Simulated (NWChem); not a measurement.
System: YSiH3OF2; SMILES [Y]([F])([F])[O][SiH3]

Input file for NWChem:

```
start job
memory heap 200 mb stack 900 mb global 1100 mb
geometry units angstroms
  Y     -0.001209     1.036070    -0.204403
  F      1.729618     2.024135    -0.066096
  F     -1.728127     2.040276    -0.213056
  O     -0.005996    -1.007544    -0.325546
  Si    -0.009072    -2.656898    -0.414710
  H     -1.339117    -3.166980    -0.875607
  H      0.280629    -3.255974     0.926882
  H      1.032473    -3.139048    -1.376382
end
basis spherical
  Y library sto-3g
  F library sto-3g
  O library sto-3g
  Si library sto-3g
  H library sto-3g
end
dft
  xc hfexch
  iterations 150
end
driver
  maxiter 120
end
task dft optimize
```

Output (shortened):

```
             Northwest Computational Chemistry Package (NWChem) 7.3.0
             --------------------------------------------------------

 C1  symmetry detected

                             Geometry "geometry" -> ""
                             -------------------------

 Output coordinates in angstroms (scale by  1.889725989 to convert to a.u.)

  No.       Tag          Charge          X              Y              Z
 ---- ---------------- ---------- -------------- -------------- --------------
    1 Y                   39.0000    -0.00004715     0.76689326    -0.00240248
    2 F                    9.0000     1.73057035     1.76493134     0.00441297
    3 F                    9.0000    -1.73033389     1.76529780     0.00441719
    4 O                    8.0000    -0.00065961    -1.28031259    -0.00453424
    5 Si                  14.0000    -0.00000158    -2.93206354     0.00229706
    6 H                    1.0000    -1.34608206    -3.47084263    -0.37108453
    7 H                    1.0000     0.34914348    -3.45154374     1.36278443
    8 H                    1.0000     1.00194810    -3.46712269    -0.97335974

 Effective nuclear repulsion energy (a.u.)     480.7125643222

                                Z-matrix (autoz)
                                --------

 Units are Angstrom for bonds and degrees for angles

[...]

      ----------------------
      Optimization converged
      ----------------------

  Step       Energy      Delta E   Gmax     Grms     Xrms     Xmax
  ---- ---------------- -------- -------- -------- -------- --------
@    7   -3809.49152551 -1.1D-06  0.00028  0.00006  0.00068  0.00165
                                     ok       ok       ok       ok

                                Z-matrix (autoz)
                                --------

 Units are Angstrom for bonds and degrees for angles

      Type          Name      I     J     K     L     M      Value     Gradient
      ----------- --------  ----- ----- ----- ----- ----- ---------- ----------
    1 Stretch                  1     2                       1.69933    0.00007
    2 Stretch                  1     3                       1.69931    0.00005
    3 Stretch                  1     4                       1.80782    0.00028
    4 Stretch                  4     5                       1.62443   -0.00015
    5 Stretch                  5     6                       1.42666   -0.00001
    6 Stretch                  5     7                       1.42659    0.00001
    7 Stretch                  5     8                       1.42661   -0.00000
    8 Bend                     1     5     6               111.56641   -0.00001
    9 Bend                     1     5     7               111.35741   -0.00003
   10 Bend                     1     5     8               111.58316   -0.00001
   11 Bend                     2     1     3               118.02886   -0.00007
   12 Bend                     2     1     4               120.96193    0.00003
   13 Bend                     3     1     4               121.00691    0.00004
   14 Bend                     4     5     6               111.58377   -0.00001
   15 Bend                     4     5     7               111.40680   -0.00003
   16 Bend                     4     5     8               111.51643   -0.00001
   17 Bend                     5     1     2               120.99287    0.00003
   18 Bend                     5     1     3               120.97541    0.00004
   19 Bend                     6     5     7               107.36862    0.00002
   20 Bend                     6     5     8               107.31456    0.00001
   21 Bend                     7     5     8               107.41471    0.00002
   22 Torsion                  2     1     5     6        -164.72568   -0.00000
   23 Torsion                  2     1     5     7          75.32613   -0.00000
   24 Torsion                  2     1     5     8         -44.69207    0.00000
   25 Torsion                  1     2     4     5        -179.76062    0.00001
   26 Torsion                  3     1     5     6          15.90125   -0.00000
   27 Torsion                  3     1     5     7        -104.04694   -0.00000
   28 Torsion                  3     1     5     8         135.93486    0.00000
   29 Torsion                  1     3     4     5         179.76282   -0.00001
   30 Torsion                  3     2     1     4        -179.45402   -0.00000
   31 Torsion                  2     3     1     4         179.45376    0.00000
   32 Torsion                  1     4     6     5        -179.75791    0.00000
   33 Torsion                  1     4     7     5         179.82542    0.00000
   34 Torsion                  1     4     8     5         179.93295   -0.00001

                         Geometry "geometry" -> "geometry"
                         ---------------------------------

 Output coordinates in angstroms (scale by  1.889725989 to convert to a.u.)

[...]
```

Level: Hartree-Fock/STO-3G, non-relativistic.
